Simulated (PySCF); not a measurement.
## Core-level binding energies of `C=C(C)[SiH3]`

Species: C3H8Si.
Atom-mapped SMILES: `[CH2:1]=[C:2]([CH3:3])[SiH3:4]`

Geometry (GFN2-xTB, Å), atoms numbered from 1 in this order:
```
atom  x, y, z in Å
C1    -0.6380    1.4406    0.3822
C2    -0.2015    0.2212    0.0975
C3    -1.0662   -0.9828    0.3232
Si4    1.5203   -0.1071   -0.6067
H5    -0.0295    2.3156    0.2248
H6    -1.6239    1.6219    0.7863
H7    -0.5800   -1.6691    1.0156
H8    -2.0383   -0.7076    0.7292
H9    -1.2170   -1.5167   -0.6146
H10    2.2407    1.1554   -0.7695
H11    1.3854   -0.7804   -1.9029
H12    2.2492   -0.9917    0.3087
```

Computed, not measured: PySCF 2.14.0, delta-SCF UKS SCAN, pcX-2 on the ionised atom, pcseg-1 elsewhere, spin-free X2C. Each binding energy is the total energy of the core-ionised species, with the hole localised on one atom, minus that of the ground state; both are solved self-consistently, so orbital relaxation is included.

Q: What binding energy does each computed site have?

A: 
| atom(s) | environment | level | binding energy (eV) | 2p1/2 (eV) | above the level's lowest (eV) | count |
| --- | --- | --- | --- | --- | --- | --- |
| Si4 | SiH3 silicon | Si 1s | 1846.25 | – | 0.00 | 1 |
| C3 | allylic carbon | C 1s | 290.70 | – | +0.71 | 1 |
| C2 | fully substituted alkene carbon | C 1s | 290.13 | – | +0.14 | 1 |
| C1 | terminal =CH2 carbon | C 1s | 289.99 | – | 0.00 | 1 |
| Si4 | SiH3 silicon | Si 2p3/2 | 106.55 | 107.17 | 0.00 | 1 |

Lowest listed C 1s: C1, bonded to C (double bond) and 2 H. Highest, 0.71 eV above it: C3, bonded to C and 3 H. The widest gap between neighbouring values is 0.57 eV, between 290.13 and 290.70 eV. Summing the Pauling electronegativity differences to the bonded atoms, each weighted by its formal bond order, gives -0.70 for the lowest site and -1.05 for the highest; the largest sum, -0.65, belongs to C2, 0.57 eV below the top. The smallest sum, -1.05, belongs to C3, 0.71 eV above the lowest.

Q: Which effective nuclear charge Zeff reproduces each element's mean 1s value in the hydrogen-like formula E = 13.606 eV × Zeff²?

A: C (Z = 6): mean 290.3 eV, Zeff = 4.62, Z − Zeff = 1.38; Si (Z = 14): mean 1846.2 eV, Zeff = 11.65, Z − Zeff = 2.35. Means run over the listed sites, weighted by atom count.

Q: Which photon energy gives electrons from Si 2p3/2 of Si4 a kinetic energy of 50 eV, and what is their de Broglie wavelength?

A: hν = 106.55 + 50 = 156.55 eV, recoil neglected; λ = 12.264 Å/√(E/eV) = 1.73 Å.

The 2p values aren't plain energy differences: one relaxed spin-free 2p hole is combined with a matrix within the shell (ground-state 2p orbital-energy differences and spin–orbit coupling). 2p3/2, the mean of its two sublevels, lies a third of the splitting below the shell's mean and 2p1/2 two thirds above it; the statistical areas are 2:1. 2p1/2 minus 2p3/2 (ligand field included): Si 0.62 eV. Isolated species at its GFN2-xTB geometry, gas phase.
